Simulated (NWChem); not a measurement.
Program: NWChem. System: Au$_{2}$, charge 0, spin multiplicity 1, at a geometry optimised with PBE/def2-SVP with def2 effective core potentials on Au. The structure started from a generated list of species.

The NWChem input:

```
start mol
memory heap 200 mb stack 700 mb global 1700 mb
geometry units angstroms nocenter noautoz
  Au     0.000000     0.000000     1.273201
  Au     0.000000     0.000000    -1.273201
  symmetry group D2h
end
basis spherical
  * library def2-qzvp
end
ecp
  Au library def2-ecp
end
basis "ri basis" bse spherical
  * library def2-qzvp-rifit
end
dft
  xc xpbe96 cpbe96
  iterations 100
  direct
  tolerances tight
end
task dft energy
gw
  states alpha occ 4 vir 2
end
task dft gw
```

The output up to the point where the run's verdict is printed (cleaned and shortened):

```
             Northwest Computational Chemistry Package (NWChem) 7.3.0
             --------------------------------------------------------

                                NWChem Input Module
                                -------------------

 Scaling coordinates for geometry "geometry" by  1.889725989
 (inverse scale =  0.529177249)

 Turning off AUTOSYM since
 SYMMETRY directive was detected!

                             Geometry "geometry" -> ""
                             -------------------------

 Output coordinates in angstroms (scale by  1.889725989 to convert to a.u.)

  No.       Tag          Charge          X              Y              Z
 ---- ---------------- ---------- -------------- -------------- --------------
    1 Au                  79.0000     0.00000000     0.00000000     1.27320100
    2 Au                  79.0000     0.00000000     0.00000000    -1.27320100

 Effective nuclear repulsion energy (a.u.)    1296.9653695713

            Nuclear Dipole moment (a.u.)
            ----------------------------
        X                 Y               Z
 ---------------- ---------------- ----------------
     0.0000000000     0.0000000000     0.0000000000

      Symmetry information
      --------------------

 Group name             D2h
 Group number             26
 Group order               8
 No. of unique centers     1

      Symmetry unique atoms

     1


 Summary of "ao basis" -> "" (spherical)
 ------------------------------------------------------------------------------
       Tag                 Description            Shells   Functions and Types
 ---------------- ------------------------------  ------  ---------------------
 *                         def2-qzvp                  on all atoms

 Summary of "ri basis" -> "" (spherical)
 ------------------------------------------------------------------------------
       Tag                 Description            Shells   Functions and Types
 ---------------- ------------------------------  ------  ---------------------
 *                      def2-qzvp-rifit               on all atoms

[...]
    25      0.195068  1 Au d  0              97     -0.195068  2 Au d  0
     5     -0.110533  1 Au s                 77      0.110533  2 Au s
     3      0.107278  1 Au s                 75     -0.107278  2 Au s

 Vector   20  Occ=0.000000D+00  E=-1.577329D-01  Symmetry=b1u
              MO Center= -3.8D-15, -2.1D-15, -3.6D-15, r^2= 6.4D+00
   Bfn.  Coefficient  Atom+Function         Bfn.  Coefficient  Atom+Function
  ----- ------------  ---------------      ----- ------------  ---------------
     6      0.447464  1 Au s                 78     -0.447464  2 Au s
     3     -0.311560  1 Au s                 75      0.311560  2 Au s
     5      0.276787  1 Au s                 77     -0.276787  2 Au s
     2      0.203620  1 Au s                 74     -0.203620  2 Au s
     7      0.200893  1 Au s                 79     -0.200893  2 Au s

 Vector   21  Occ=0.000000D+00  E=-4.366926D-02  Symmetry=b2u
              MO Center= -9.1D-19,  2.6D-15, -9.9D-17, r^2= 8.4D+00
   Bfn.  Coefficient  Atom+Function         Bfn.  Coefficient  Atom+Function
  ----- ------------  ---------------      ----- ------------  ---------------
    18      0.359160  1 Au py                90      0.359160  2 Au py
    21      0.241418  1 Au py                93      0.241418  2 Au py
    12     -0.144034  1 Au py                84     -0.144034  2 Au py
    15      0.103657  1 Au py                87      0.103657  2 Au py
     9      0.066969  1 Au py                81      0.066969  2 Au py

 Vector   22  Occ=0.000000D+00  E=-4.366926D-02  Symmetry=b3u
              MO Center= -2.4D-16,  5.4D-18, -1.1D-17, r^2= 8.4D+00
   Bfn.  Coefficient  Atom+Function         Bfn.  Coefficient  Atom+Function
  ----- ------------  ---------------      ----- ------------  ---------------
    17      0.359160  1 Au px                89      0.359160  2 Au px
    20      0.241418  1 Au px                92      0.241418  2 Au px
    11     -0.144034  1 Au px                83     -0.144034  2 Au px
    14      0.103657  1 Au px                86      0.103657  2 Au px
     8      0.066969  1 Au px                80      0.066969  2 Au px

 center of mass
 --------------
 x =   0.00000000 y =   0.00000000 z =   0.00000000

 moments of inertia (a.u.)
 ------------------
        2280.416620214876           0.000000000000           0.000000000000
           0.000000000000        2280.416620214876           0.000000000000
           0.000000000000           0.000000000000           0.000000000000

     Multipole analysis of the density
     ---------------------------------

     L   x y z        total         alpha         beta         nuclear
     -   - - -        -----         -----         ----         -------
     0   0 0 0     -0.000000    -19.000000    -19.000000     38.000000

     1   1 0 0     -0.000000     -0.000000     -0.000000      0.000000
     1   0 1 0     -0.000000     -0.000000     -0.000000      0.000000
     1   0 0 1     -0.000000     -0.000000     -0.000000      0.000000

     2   2 0 0    -34.920910    -17.460455    -17.460455      0.000000
     2   1 1 0      0.000000      0.000000      0.000000      0.000000
     2   1 0 1      0.000000      0.000000      0.000000      0.000000
     2   0 2 0    -34.920910    -17.460455    -17.460455      0.000000
     2   0 1 1      0.000000      0.000000      0.000000      0.000000
     2   0 0 2    -28.800719   -124.388337   -124.388337    219.975954

 Task  times  cpu:       26.4s     wall:       26.4s

                                NWChem Input Module
                                -------------------

                                 NWChem GW Module
                                 ----------------

                             ***********************
                             ***        GW       ***
                             ***********************

  bas_tag_lib: failed to locate basis au_def2-qzvp-rifit in file libraries.bse/
```

The program stopped with an error. NWChem stopped with the message: bas_tag_lib: no such basis available.
